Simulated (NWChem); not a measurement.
**Basis-set convergence for HClSSn**

```xyz
4

Sn    -0.6476    -0.0799     0.0000
Cl     1.1272    -1.7141     0.0000
S      0.8390     1.8982     0.0000
H     -0.2069     2.7618     0.0000
```
Charge 0, spin multiplicity 1.

Everything below was run with NWChem. The geometry was optimised at B3LYP/def2-SVP with def2 effective core potentials on Sn, a minimum by its harmonic frequencies. It is one conformer; others weren't searched.

Quantity: first vertical ionisation energy at the level G0W0@PBE.

Effective core potentials replace the inner electrons of Sn; spin-orbit coupling is left out. GW and range-separated runs recompute their integrals, the others keep them in memory, which bears on the times. The structure started from a generated list of species.

Costs are rough ratios of processor time within this set of runs, SCF included, with def2-SVP as 1.

| basis | functions | first vertical ionisation energy (eV) | relative cost |
|---|---|---|---|
| def2-SVP | 67 | ___ | 1 |
| def2-SVPD | 94 | ___ | under 3 |
| def2-TZVP | 130 | 8.79 | 5 |
| def2-TZVPP | 148 | 8.82 | 6 |
| def2-TZVPD | 157 | 8.83 | 8 |
| def2-QZVP | 252 | ___ | 50 |

Task: Complete the blanks.

Result: 
- def2-SVP, first vertical ionisation energy (eV): 8.25
- def2-SVPD, first vertical ionisation energy (eV): 8.54
- def2-QZVP, first vertical ionisation energy (eV): 9.02
